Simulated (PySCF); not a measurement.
# NMR parameters of SiEt2(NMe2)2

SiEt2(NMe2)2, C8H22N2Si, point group C1.

Cartesian coordinates in Å; atom numbers follow the order of the lines, from 1:
```xyz
33

Si    0.0787    0.0016    0.0603
C     0.0848    0.0478    1.9483
C     0.6932    1.3441    2.4802
H     0.6278   -0.8235    2.3537
H    -0.9572   -0.0537    2.2998
H     0.6707    1.3943    3.5803
H     1.7455    1.4552    2.1725
H     0.1518    2.2245    2.0985
C     1.8526   -0.0033   -0.5866
C     2.5983   -1.2783   -0.1977
H     2.3988    0.8838   -0.2216
H     1.8187    0.0957   -1.6861
H     3.6213   -1.3030   -0.6057
H     2.6832   -1.3820    0.8961
H     2.0741   -2.1748   -0.5656
N    -0.7392    1.3795   -0.6297
C    -2.1554    1.5363   -0.4271
C    -0.0929    2.5496   -1.1565
H    -2.3998    2.3177    0.3227
H    -2.5963    0.5871   -0.0863
H    -2.6682    1.8198   -1.3671
H     0.9782    2.3705   -1.3232
H    -0.5319    2.8497   -2.1287
H    -0.1802    3.4276   -0.4826
N    -0.8064   -1.4141   -0.4427
C    -1.0807   -2.5616    0.3776
C    -1.0691   -1.6211   -1.8429
H    -2.1360   -2.8842    0.2774
H    -0.9065   -2.3400    1.4395
H    -0.4519   -3.4373    0.1137
H    -0.9084   -0.6856   -2.4003
H    -0.4230   -2.4042   -2.2914
H    -2.1188   -1.9302   -2.0146
```

GIAO calculations in PySCF 2.14 on the PBE0-D3(BJ)/def2-SVP structure: isolated species, non-relativistic, equivalent atoms averaged; basis pcSseg-1.

Task: Give the isotropic shieldings (ppm) with KT2, PBE0.

Result: 
```
                                          atoms                           environment    KT2   PBE0
                                            Si1            silicon bonded to 2 C, 2 N  359.8  348.5
                                        N16/N25            nitrogen bonded to 2 C, Si  230.3  241.5
                                C17/C18/C26/C27               carbon bonded to N, 3 H  143.9  146.4
                                         C3/C10               carbon bonded to C, 3 H  173.8  175.9
                                          C2/C9           carbon bonded to C, Si, 2 H  176.6  179.4
H19/H20/H21/H22/H23/H24/H28/H29/H30/H31/H32/H33      hydrogen on a carbon bonded to N  28.60  28.85
                           H6/H7/H8/H13/H14/H15      hydrogen on a carbon bonded to C  30.31  30.43
                                  H4/H5/H11/H12  hydrogen on a carbon bonded to C, Si  30.48  30.74
                             HOMO–LUMO gap (eV)                                     –   4.75   6.88
```

Task: And the chemical shifts, against references computed in the same way?

Result: 
| atoms | nucleus, reference | KT2 | PBE0 |
| --- | --- | --- | --- |
| Si1 | 29Si, TMS | 1.2 | 3.5 |
| N16/N25 | 15N, NH3 | 34.1 | 24.2 |
| C17/C18/C26/C27 | 13C, TMS | 39.3 | 38.0 |
| C3/C10 | 13C, TMS | 9.4 | 8.5 |
| C2/C9 | 13C, TMS | 6.6 | 5.0 |
| H19/H20/H21/H22/H23/H24/H28/H29/H30/H31/H32/H33 | 1H, TMS | 2.58 | 2.42 |
| H6/H7/H8/H13/H14/H15 | 1H, TMS | 0.87 | 0.84 |
| H4/H5/H11/H12 | 1H, TMS | 0.70 | 0.52 |

Task: Which part of the shielding of Si1 depends on the functional?

Result: Diamagnetic: KT2 891, PBE0 887 ppm; paramagnetic: KT2 -531, PBE0 -539 ppm.

Experimental scales use liquid or dissolved standards, which lie at an offset from isolated NH3 (liquid NH3: subtract about 20 ppm).
